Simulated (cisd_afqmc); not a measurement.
Input (AFQMC/CISD/aug-cc-pV(Q+d)Z; cisd_afqmc is a phaseless AFQMC code with CISD trial states that reads the integrals written by Ansatz): A basis named .json is the Basis Set Exchange file of that set.

Ansatz 0.2 input:
```python
import cisd_afqmc

open("ham.yaml", "w").write("""\
crystal:
  periodic: [false, false, false]
  atoms:
    - {symbol: S, position_ang: [0.00000000, 0.00000000, 0.00000000]}
basis:
  gaussian:
    orbitals: aug-cc-pV_Q+d_Z.json
total_charge: -1
magnetization: {spin_polarized: true, initial_magnetization: 1}
correlation: {method: ccsd, electrons: outside_noble_gas, hamiltonian_folder: ham}
scf: {lower_state_search: full}
""")
rep = cisd_afqmc.ansatz("ham.yaml")
e_ccsd = rep["correlation"]["coupled_cluster"]["energy"]["hartree"]
out = cisd_afqmc.run("ham", e_ccsd, trial="CISD", walkers=200, populations=8, threads=8, dt=0.005, steps=40, early=24, settle=10, least=48,
    target=0.0004, seconds=1500, seed=1, memory=12960, gpu=False)
```

Output:

```
orbitals 84, occupied [4, 3], factors 531 of 536, rank of the doubles 490 of 563
E(HF) = -397.545253
E(CCSD) on the cut factors = -397.734270, shift to the whole factors -0.000000
Energy of the trial state on the determinant = -397.734269
  tau behind 7.2 of longer steps, mean of the populations' last blocks
   2.0  -397.74473
   4.0  -397.74419
   6.0  -397.74477
   8.0  -397.74459
  10.0  -397.74484
blocks 392 (0 outliers left out), error by blocks joined: 1: 0.00009, 2: 0.00011, 4: 0.00014, 8: 0.00017, 16: 0.00018
E(AFQMC/CISD) = -397.74447 +/- 0.00018
```
